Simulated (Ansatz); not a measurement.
`C#[C][Al]([Cl])[Cl]` + H₂ → `[Cl][AlH][Cl]` + acetylene at 400 K and 1 bar (hydrogenolysis of the Al–C bond).

Calculated with Ansatz (gas phase, PBE0-D4/def2-TZVP geometries, no zero-point term in ΔE). CBS: MP2 limit from def2 TZ/QZ plus the TZ coupled-cluster correction, frozen cores. This one scheme is used for every species.

```json
{"species": "`C#[C][Al]([Cl])[Cl]`", "CCSD(T)/CBS energy (Eh)": "-1238.37391", "H − E (kJ/mol)": "87.7", "S (J/(mol·K))": "371.7"}
{"species": "H₂", "CCSD(T)/CBS energy (Eh)": "-1.17544", "H − E (kJ/mol)": "38.0", "S (J/(mol·K))": "139.0"}
{"species": "`[Cl][AlH][Cl]`", "CCSD(T)/CBS energy (Eh)": "-1162.30651", "H − E (kJ/mol)": "46.2", "S (J/(mol·K))": "307.4"}
{"species": "`C#C`", "CCSD(T)/CBS energy (Eh)": "-77.22717", "H − E (kJ/mol)": "85.5", "S (J/(mol·K))": "213.8"}
```

H − E and S are ideal-gas, rigid-rotor, harmonic terms from PBE0-D4/def2-TZVP. The MP2-based limit puts H₂ 0.8 mEh under its directly extrapolated value; such offsets cancel only in part. 1 Eh = 2625.50 kJ/mol, R = 8.31446 J/(mol·K).

By hand: ΔE, ΔH, ΔS and ΔG.

ΔE = (-1162.30651) + (-77.22717) − (-1238.37391) − (-1.17544) = 0.01567 Eh = 41.1 kJ/mol. Δ(H − E) = 46.2 + 85.5 − 87.7 − 38.0 = 6.0, so ΔH = 47.1 kJ/mol. ΔS = 307.4 + 213.8 − 371.7 − 139.0 = 10.5 J/(mol·K). ΔG = 47.1 − 400 × (10.5)/1000 = 42.9 kJ/mol.

By hand: the equilibrium constant, and the temperature at which ΔG would vanish if ΔH and ΔS stayed fixed.

log₁₀ K = −ΔG/(RT ln 10) = -5.6. ΔG = 0 at ΔH/ΔS = 4486 K, far beyond where these terms or the molecules hold.

The number of gas molecules stays the same, so ΔS is small and ΔH decides. A doubt of 5 kJ/mol in ΔE shifts log₁₀ K by 0.7 here. These are equilibria of isolated gas molecules and say nothing of rates. Largest T1 diagnostic: 0.013 (customary marks: 0.02 for closed shells, 0.045 for open ones).
